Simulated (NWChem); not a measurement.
All runs are NWChem calculations. System: HBrOSn, charge 0, spin multiplicity 1, at a geometry optimised with B3LYP/def2-SVP with def2 effective core potentials on Sn. The structure started from a generated list of species. Level: PBE0/def2-SVPD with def2 effective core potentials on Sn.

Part of the output:

```
             Northwest Computational Chemistry Package (NWChem) 7.3.0
             --------------------------------------------------------

                                NWChem Input Module
                                -------------------

 Scaling coordinates for geometry "geometry" by  1.889725989
 (inverse scale =  0.529177249)

 Turning off AUTOSYM since
 SYMMETRY directive was detected!

                             Geometry "geometry" -> ""
                             -------------------------

 Output coordinates in angstroms (scale by  1.889725989 to convert to a.u.)

  No.       Tag          Charge          X              Y              Z
 ---- ---------------- ---------- -------------- -------------- --------------
    1 Sn                  50.0000     0.68907800    -0.67959000     0.00000000
    2 Br                  35.0000    -1.48329700     0.72841400     0.00000000
    3 O                    8.0000     1.98452000     0.84455900     0.00000000
    4 H                    1.0000     1.58533800     1.72852600     0.00000000

 Effective nuclear repulsion energy (a.u.)     526.6464598831

            Nuclear Dipole moment (a.u.)
            ----------------------------
        X                 Y               Z
 ---------------- ---------------- ----------------
     0.0000056692    -0.0000226767     0.0000000000

      Symmetry information
      --------------------

 Group name             Cs
 Group number              2
 Group order               2
 No. of unique centers     4

      Symmetry unique atoms

     1    2    3    4


 Summary of "ao basis" -> "" (spherical)
 ------------------------------------------------------------------------------
       Tag                 Description            Shells   Functions and Types
 ---------------- ------------------------------  ------  ---------------------
 *                         def2-svpd                  on all atoms

                                 NWChem DFT Module
                                 -----------------

 Summary of "ao basis" -> "ao basis" (spherical)
 ------------------------------------------------------------------------------
       Tag                 Description            Shells   Functions and Types
 ---------------- ------------------------------  ------  ---------------------
 Sn                        def2-svpd                12       32   5s4p3d
 Br                        def2-svpd                15       41   6s5p4d
 O                         def2-svpd                 9       23   4s3p2d
 H                         def2-svpd                 4        8   2s2p

 Summary of "ao basis" -> "ao basis" (spherical)
 ------------------------------------------------------------------------------
       Tag                 Description            Shells   Functions and Types
 ---------------- ------------------------------  ------  ---------------------
 Sn                        def2-svpd                12       32   5s4p3d
 Br                        def2-svpd                15       41   6s5p4d
 O                         def2-svpd                 9       23   4s3p2d
 H                         def2-svpd                 4        8   2s2p

      Symmetry analysis of basis
      --------------------------

        a'         72
        a"         32

            General Information
            -------------------
          SCF calculation type: DFT
          Wavefunction type:  closed shell.
          No. of atoms     :     4
          No. of electrons :    66
           Alpha electrons :    33
            Beta electrons :    33
          Charge           :     0
          Spin multiplicity:     1
          Use of symmetry is: on ; symmetry adaption is: on
          Maximum number of iterations: 100
          AO basis - number of functions:   104
                     number of shells:    40
          Convergence on energy requested:  1.00D-06
          Convergence on density requested:  1.00D-05
          Convergence on gradient requested:  5.00D-04

              XC Information
              --------------
                         PBE0 Method XC Functional
                     Hartree-Fock (Exact) Exchange  0.250
          PerdewBurkeErnzerhof Exchange Functional  0.750
[...]
    16 a'         17 a"         18 a"         19 a'         20 a'
    21 a'         22 a'         23 a"         24 a"         25 a'
    26 a'         27 a'         28 a'         29 a"         30 a'
    31 a"         32 a'         33 a'         34 a"         35 a'
    36 a'         37 a'         38 a'         39 a'         40 a"
    41 a'         42 a"         43 a'

------------------------------------------------------------
EAF file 0: "./mol.aoints.0" size=524288 bytes
------------------------------------------------------------
               write      read    awrite     aread      wait
               -----      ----    ------     -----      ----
     calls:        1         0         0         0         0
   data(b): 5.24e+05  0.00e+00  0.00e+00  0.00e+00
   time(s): 0.00e+00  0.00e+00  0.00e+00  0.00e+00  0.00e+00
rate(mb/s): 0.00e+00  0.00e+00
------------------------------------------------------------

   convergence    iter        energy       DeltaE   RMS-Dens  Diis-err    time
 ---------------- ----- ----------------- --------- --------- ---------  ------
 d= 0,ls=0.0,diis     1  -2863.5272736471 -3.12D+03  2.57D-02  8.10D-01     2.1
 d= 0,ls=0.0,diis     2  -2863.0104437693  5.17D-01  1.43D-02  5.29D+00     2.3
 d= 0,ls=0.0,diis     3  -2863.6237913914 -6.13D-01  3.60D-03  8.13D-02     2.5
 d= 0,ls=0.0,diis     4  -2863.6314447035 -7.65D-03  1.51D-03  2.60D-02     2.7
 d= 0,ls=0.0,diis     5  -2863.6347002956 -3.26D-03  1.55D-04  3.09D-04     3.0
  Resetting Diis
 d= 0,ls=0.0,diis     6  -2863.6347370306 -3.67D-05  4.05D-05  1.24D-05     3.2
 d= 0,ls=0.0,diis     7  -2863.6347388761 -1.85D-06  1.31D-05  6.76D-07     3.4
 d= 0,ls=0.0,diis     8  -2863.6347389282 -5.21D-08  6.08D-06  4.76D-07     3.6

         Total DFT energy =    -2863.634738928233
      One electron energy =    -4584.727795489553
           Coulomb energy =     1577.790538197935
    Exchange-Corr. energy =     -117.993503165409
 Nuclear repulsion energy =      261.296021528794

 Numeric. integr. density =       65.999992859505

     Total iterative time =      2.9s

                  Occupations of the irreducible representations
                  ----------------------------------------------

                     irrep           alpha         beta
                     --------     --------     --------
                     a'               24.0         24.0
                     a"                9.0          9.0

                       DFT Final Molecular Orbital Analysis
                       ------------------------------------

 Vector   31  Occ=2.000000D+00  E=-3.073353D-01  Symmetry=a'
              MO Center= -8.7D-01,  2.8D-01,  5.1D-16, r^2= 3.5D+00
   Bfn.  Coefficient  Atom+Function         Bfn.  Coefficient  Atom+Function
  ----- ------------  ---------------      ----- ------------  ---------------
    48      0.490435  2 Br px                45      0.444785  2 Br px
    42     -0.295392  2 Br px                 3     -0.293658  1 Sn s
    13      0.195203  1 Sn py                 4     -0.191867  1 Sn s
    49      0.148553  2 Br py                46      0.137711  2 Br py
     2      0.113723  1 Sn s                 39      0.095977  2 Br px

 Vector   32  Occ=2.000000D+00  E=-3.051497D-01  Symmetry=a"
              MO Center= -1.1D+00,  6.8D-01, -1.4D-15, r^2= 2.4D+00
   Bfn.  Coefficient  Atom+Function         Bfn.  Coefficient  Atom+Function
  ----- ------------  ---------------      ----- ------------  ---------------
    50      0.551076  2 Br pz                47      0.498841  2 Br pz
    44     -0.331291  2 Br pz                80     -0.183556  3 O  pz
    83     -0.135101  3 O  pz                41      0.107631  2 Br pz
    53      0.067761  2 Br pz                14      0.066782  1 Sn pz
    86     -0.053363  3 O  pz                21     -0.050178  1 Sn d  1

 Vector   33  Occ=2.000000D+00  E=-2.894486D-01  Symmetry=a'
              MO Center= -3.1D-01,  1.1D-01,  3.0D-15, r^2= 4.4D+00
   Bfn.  Coefficient  Atom+Function         Bfn.  Coefficient  Atom+Function
  ----- ------------  ---------------      ----- ------------  ---------------
    49      0.462210  2 Br py                46      0.412044  2 Br py
     3      0.381001  1 Sn s                  4      0.300041  1 Sn s
    43     -0.272773  2 Br py                13     -0.220144  1 Sn py
    78      0.187956  3 O  px                 2     -0.149902  1 Sn s
    81      0.150521  3 O  px                79      0.129482  3 O  py

 Vector   34  Occ=0.000000D+00  E=-1.035344D-01  Symmetry=a"
              MO Center=  6.1D-01, -6.7D-01,  1.8D-15, r^2= 3.7D+00
   Bfn.  Coefficient  Atom+Function         Bfn.  Coefficient  Atom+Function
  ----- ------------  ---------------      ----- ------------  ---------------
    17      0.583561  1 Sn pz                14      0.558977  1 Sn pz
    80     -0.191666  3 O  pz                50     -0.190209  2 Br pz
    11     -0.172889  1 Sn pz                 8     -0.161258  1 Sn pz
    83     -0.156687  3 O  pz                47     -0.143908  2 Br pz
    44      0.092898  2 Br pz                86     -0.066997  3 O  pz

 Vector   35  Occ=0.000000D+00  E=-3.898777D-02  Symmetry=a'
              MO Center=  5.8D-01, -7.1D-01, -1.7D-15, r^2= 5.9D+00
   Bfn.  Coefficient  Atom+Function         Bfn.  Coefficient  Atom+Function
  ----- ------------  ---------------      ----- ------------  ---------------
    15      0.557897  1 Sn px                12      0.485572  1 Sn px
     5      0.479739  1 Sn s                 38     -0.382738  2 Br s
    37      0.277778  2 Br s                 49     -0.237834  2 Br py
    77     -0.228401  3 O  s                 48      0.218624  2 Br px
    28     -0.201852  1 Sn d -2               3     -0.195282  1 Sn s

 Vector   36  Occ=0.000000D+00  E=-1.617301D-02  Symmetry=a'
              MO Center=  6.1D-01, -4.0D-01,  1.7D-15, r^2= 6.7D+00
   Bfn.  Coefficient  Atom+Function         Bfn.  Coefficient  Atom+Function
  ----- ------------  ---------------      ----- ------------  ---------------
     4      0.729331  1 Sn s                 16      0.670345  1 Sn py
    85      0.500350  3 O  py                13      0.369257  1 Sn py
    15      0.321920  1 Sn px                32      0.267786  1 Sn d  2
    98     -0.266112  4 H  s                 76     -0.246840  3 O  s
     3      0.243073  1 Sn s                 52      0.214863  2 Br py

 center of mass
 --------------
 x =  -0.03480350 y =  -0.05860295 z =   0.00000000

 moments of inertia (a.u.)
 ------------------
         396.631534830264         400.356295580240           0.000000000000
         400.356295580240        1061.556660306100           0.000000000000
           0.000000000000           0.000000000000        1458.188195136364

     Multipole analysis of the density
     ---------------------------------

     L   x y z        total         alpha         beta         nuclear
     -   - - -        -----         -----         ----         -------
     0   0 0 0      0.000000    -33.000000    -33.000000     66.000000

     1   1 0 0      0.354379     18.407547     18.407547    -36.460715
     1   0 1 0     -0.764584    -18.361625    -18.361625     35.958666
     1   0 0 1     -0.000000     -0.000000     -0.000000      0.000000

     2   2 0 0    -41.690962   -237.737697   -237.737697    433.784431
     2   1 1 0     -0.818633     56.673504     56.673504   -114.165641
     2   1 0 1     -0.000000     -0.000000     -0.000000      0.000000
     2   0 2 0    -34.050243    -83.848879    -83.848879    133.647515
     2   0 1 1     -0.000000     -0.000000     -0.000000      0.000000
     2   0 0 2    -34.769858    -17.384929    -17.384929      0.000000

 Task  times  cpu:        3.6s     wall:        3.6s

 Total times  cpu:        3.6s     wall:        3.6s
```

**Question.** Write an NWChem input that would produce this output.

**Answer.** Several could match; the one computed here: 
```
start mol
memory heap 200 mb stack 900 mb global 1100 mb
geometry units angstroms nocenter noautoz
  Sn     0.689078    -0.679590     0.000000
  Br    -1.483297     0.728414     0.000000
  O      1.984520     0.844559     0.000000
  H      1.585338     1.728526     0.000000
  symmetry group Cs
end
basis spherical
  * library def2-svpd
end
ecp
  Sn library def2-ecp
end
dft
  xc pbe0
  semidirect memsize 60000000 filesize 0
  iterations 100
end
task dft energy
```
